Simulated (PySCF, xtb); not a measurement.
(Z)-1,2-dichloro-1-fluoroprop-1-ene (C3H3Cl2F), SMILES C(/F)(=C(/C)Cl)Cl.

Harmonic wavenumbers (cm⁻¹) from GFN2-xTB in xtb at its own minimum, in rising order: 124, 135, 147, 282, 318, 355, 397, 444, 546, 794, 1012, 1031, 1089, 1130, 1392, 1443, 1455, 1688, 3016, 3029, 3060.

**Question.** What does PBE-D3(BJ)/def2-SVP (PySCF) give at its own minimum? (Estimate from the structure and the level; the computed values follow.)

**Answer.** 134, 165, 176, 302, 308, 395, 425, 521, 554, 823, 1002, 1020, 1106, 1183, 1342, 1395, 1401, 1685, 2972, 3047, 3097. Paired by order, the mean absolute difference is 30 cm⁻¹ and the zero-point energies are 32.7 and 33.0 kcal/mol.
